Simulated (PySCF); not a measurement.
NICS in isomers of C6H9N3.

NICS is the negative of the GIAO shielding at a point without a nucleus: at the ring centre (0) and 1 Å above and below it (1); zz is the component along the ring normal. Level: GIAO PBE0/pcSseg-1 (PySCF, non-relativistic, gas phase) on the PBE0-D3(BJ)/def2-SVP geometries, one conformer each. Atom numbers follow the mapped SMILES.

Problem. Order these rings by mean NICS(1)zz, lowest (most negative) first (ppm).
A. ring C3–C4–C5–N7–N8–N9 in `[CH3:1][CH2:2][c:3]1[cH:4][c:5]([CH3:6])[n:7][n:8][n:9]1`
B. ring C2–N3–N4–N5–C6 in `[CH3:1][c:2]1[n:3][nH:4][n:5][c:6]1[CH:7]1[CH2:8][CH2:9]1`
C. ring N3–C4–C5–N8–N9 in `[CH2:1]=[CH:2][n:3]1[cH:4][c:5]([CH2:6][CH3:7])[n:8][n:9]1`
D. ring N3–C4–N6–N7–C8 in `[CH2:1]=[CH:2][n:3]1[c:4]([CH3:5])[n:6][n:7][c:8]1[CH3:9]`

Solution. B (-31.2), C (-29.1), A (-26.5), D (-25.4).

```
          SMILES                                                 ring  NICS(0)  NICS(1)  NICS(1)zz  HOMA  rms pucker (Å)  ring atoms with four or more neighbours
Cc1n[nH]nc1C1CC1  5-membered ring with 3 N; formal bonds all aromatic    -12.7    -12.9      -31.2  0.95            0.00                                        0
  C=Cn1cc(CC)nn1  5-membered ring with 3 N; formal bonds all aromatic    -10.9    -12.1      -29.1  0.91            0.00                                        0
   CCc1cc(C)nnn1  6-membered ring with 3 N; formal bonds all aromatic     -4.4    -11.4      -26.5  1.00            0.00                                        0
  C=Cn1c(C)nnc1C  5-membered ring with 3 N; formal bonds all aromatic     -9.7    -10.3      -25.4  0.80            0.00                                        0
```

NICS(0) gives another order. The isotropic NICS(1) gives the same order. Over the 4 rings with a HOMA value its correlation coefficient with NICS(1)zz is -0.46. HOMA uses Krygowski's 1993 parameters. NICS(1) and NICS(1)zz are means over the two faces.
